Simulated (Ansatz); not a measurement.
Start from `[SiH3]NB[SeH]` and change one atom or group to get `[SiH3]NBS`.

Ansatz, PBE0-D4/def2-TZVP geometries, multiplicity 1. Each molecule was computed in one conformer, which needn't be the lowest.

Scalar relativity is left out up to krypton.

| property | `[SiH3]NB[SeH]` |
| --- | --- |
| HOMO–LUMO gap (PBE/def2-TZVPP) / eV | 4.94 |
| HOMO–LUMO gap (ωB97M-V/def2-TZVPP) / eV | 10.86 |
| LUMO energy (PBE0/def2-TZVPP) / eV | -0.04 |
| size of the dipole moment (PBE/def2-TZVPP) / D | 1.92 |
| HOMO–LUMO gap (PBE0/def2-TZVPP) / eV | 6.98 |
| LUMO energy (B3LYP/def2-TZVPP) / eV | -0.22 |

Q: What does the change do to each property? (An estimate is asked.)

A: The calculation gave: 
```tsv
property	`[SiH3]NBS`	shift
HOMO–LUMO gap (PBE/def2-TZVPP) / eV	5.33	0.39
HOMO–LUMO gap (ωB97M-V/def2-TZVPP) / eV	11.25	0.39
LUMO energy (PBE0/def2-TZVPP) / eV	0.11	0.15
size of the dipole moment (PBE/def2-TZVPP) / D	0.68	-1.24
HOMO–LUMO gap (PBE0/def2-TZVPP) / eV	7.47	0.49
LUMO energy (B3LYP/def2-TZVPP) / eV	-0.13	0.09
```

With PBE0 the HOMO falls by 0.34 eV and the LUMO rises by 0.15 eV, so the gap widens by about 0.49 eV. PBE moves the HOMO by -0.26 eV and ωB97M-V by -0.38 eV. Dipoles are sizes alone; their direction can turn.

B3LYP here is the variant with VWN-RPA as its local correlation; programs differ in this.

Spin–orbit coupling is left out; it splits and shifts lone-pair levels of the heavy atoms by tenths of an eV.
